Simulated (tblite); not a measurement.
Compound: C6H11N3O.
Bonds: C1–C2, C2–N3, N3–C4 (aromatic), C4–C5, C4–N6 (aromatic), N6–N7 (aromatic), N7–C8 (aromatic), C8–O9, O9–C10, N3–C8 (aromatic). Hydrogens: H11, H12, H13 on C1; H14, H15 on C2; H16, H17, H18 on C5; H19, H20, H21 on C10.

The geometry is computed with GFN2-xTB (gas phase).

(1) Give the optimised bond lengths and angles.

Answers

(1) 
```json
{"bond": "C1–C2", "length (bohr)": "2.885", "order": "single"}
{"bond": "C2–N3", "length (bohr)": "2.720", "order": "single"}
{"bond": "N3–C4", "length (bohr)": "2.604", "order": "aromatic"}
{"bond": "C4–C5", "length (bohr)": "2.798", "order": "single"}
{"bond": "C4–N6", "length (bohr)": "2.449", "order": "aromatic"}
{"bond": "N6–N7", "length (bohr)": "2.559", "order": "aromatic"}
{"bond": "N7–C8", "length (bohr)": "2.454", "order": "aromatic"}
{"bond": "C8–O9", "length (bohr)": "2.524", "order": "single"}
{"bond": "O9–C10", "length (bohr)": "2.679", "order": "single"}
{"bond": "N3–C8", "length (bohr)": "2.583", "order": "aromatic"}
{"bond": "C1–H11, C1–H12, C1–H13", "length (bohr)": "2.055", "order": "single"}
{"bond": "C2–H14, C2–H15", "length (bohr)": "2.067", "order": "single"}
{"bond": "C5–H16, C5–H17, C5–H18", "length (bohr)": "2.056", "order": "single"}
{"bond": "C10–H19, C10–H20, C10–H21", "length (bohr)": "2.060", "order": "single"}
```

Bonds in one row agree within 0.02 bohr and their mean is given. Orders are formal, as drawn. A selection of angles:
```json
{"angle": "C2–C1–H11", "degrees": "109.9"}
{"angle": "C2–C1–H13", "degrees": "110.6"}
{"angle": "H11–C1–H12", "degrees": "108.8"}
{"angle": "C1–C2–N3", "degrees": "111.4"}
{"angle": "C1–C2–H14", "degrees": "109.9"}
{"angle": "C1–C2–H15", "degrees": "110.6"}
{"angle": "N3–C2–H14", "degrees": "107.6"}
{"angle": "H14–C2–H15", "degrees": "109.1"}
{"angle": "C2–N3–C4", "degrees": "130.0"}
{"angle": "C2–N3–C8", "degrees": "126.9"}
{"angle": "C4–N3–C8", "degrees": "103.0"}
{"angle": "N3–C4–C5", "degrees": "124.1"}
{"angle": "N3–C4–N6", "degrees": "110.0"}
{"angle": "C5–C4–N6", "degrees": "125.9"}
{"angle": "C4–C5–H16", "degrees": "110.7"}
{"angle": "C4–C5–H18", "degrees": "108.2"}
{"angle": "H16–C5–H17", "degrees": "108.6"}
{"angle": "C4–N6–N7", "degrees": "108.6"}
{"angle": "N6–N7–C8", "degrees": "107.0"}
{"angle": "N7–C8–O9", "degrees": "128.3"}
{"angle": "N3–C8–N7", "degrees": "111.3"}
{"angle": "N3–C8–O9", "degrees": "120.4"}
{"angle": "C8–O9–C10", "degrees": "113.7"}
{"angle": "O9–C10–H19", "degrees": "106.0"}
{"angle": "O9–C10–H20", "degrees": "110.5"}
{"angle": "H19–C10–H20", "degrees": "110.7"}
{"angle": "H20–C10–H21", "degrees": "108.6"}
```

Dihedral angles: C1–C2–N3–C4 -90°; N7–C8–O9–C10 -1° (synperiplanar). The mirror-image conformer, all signs reversed, is as good.

The 5 C–N bonds span 1.296 Å (C4–N6, aromatic) to 1.439 Å (C2–N3, drawn single), a spread of 0.143 Å. The C–C distances run from 1.481 Å (C4–C5, drawn single) to 1.527 Å (C1–C2, drawn single), a spread of 0.046 Å. N6 (pyridine-type nitrogen) is bent (angle 108.6°). N3 (pyrrole-type nitrogen) is planar (angles 130.0°, 126.9° and 103.0°, sum 359.9°, 0.02 Å off the plane of its three neighbours). The 5-membered ring N3–C4–N6–N7–C8 has internal angles of 103.0° to 111.3°; it is planar, 0.00 Å rms from its mean plane, widest ring torsion 1°. Of the pairs four or more bonds apart, O9···H14 is among the closest relative to their van der Waals radii: 2.59 Å, 95 % of the sum of Bondi's values. The 2 C–O bonds span 1.336 Å (C8–O9, drawn single) to 1.418 Å (O9–C10, drawn single), a spread of 0.082 Å.

Point group: C1 (no symmetry element, even within 0.4 Å). Its GFN2-xTB frequencies are all real (lowest 50 cm⁻¹). The numbers are those of one conformer. 2 starts were optimised and ended at 0.00 and 0.02 kcal/mol (GFN2-xTB); the lowest of these is shown.

The run took 0.42 s on an Arm Neoverse N1 with one thread, shared host with 32 logical CPUs at a one-minute load of 13. These figures are those of the optimisation.
